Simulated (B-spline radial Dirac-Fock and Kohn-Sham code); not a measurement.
**Tl⁵¹⁺: scattering cross sections and density moments**

System: thallium as Tl⁵¹⁺, 1s2 2s2 2p6 3s2 3p6 3d10 4s2.

Model: Dirac-Fock orbitals of the configuration average with a finite nucleus. Program: a radial finite-basis atomic code.

| Item | Value |
| --- | --- |
| Sum of ⟨r⟩ | 4.192 bohr |
| Sum of ⟨r²⟩ | 0.8752 bohr² |
| Sum of ⟨1/r⟩ | 528.49 per bohr |
| Langevin diamagnetic susceptibility | -0.693 × 10⁻⁶ cm³/mol |
| Lamb shielding (α²/3)Σ⟨1/r⟩ | 9381 ppm |

Coherent scattering is the Thomson cross section weighted by f₀², without anomalous dispersion; incoherent scattering is Klein-Nishina weighted by S. The Lamb formula is the non-relativistic shielding expression. Electron correlation is left out. A dash stands where the photon energy is too low for the impulse approximation behind that column.

| hν (keV) | coherent (b) | incoherent (b) | incoherent per electron (b) |
| --- | --- | --- | --- |
| 2 | 595.4 | – | – |
| 5 | 578.5 | – | – |
| 8.0478 | 549.0 | – | – |
| 10 | 525.3 | – | – |
| 20 | 385.2 | 3.229 | 0.108 |
| 50 | 142.1 | 7.453 | 0.248 |
| 100 | 51.22 | 9.910 | 0.330 |
| 200 | 15.80 | 10.16 | 0.339 |

Values without a named source are computed, but for edge energies of neutral atoms, which are taken from tables.
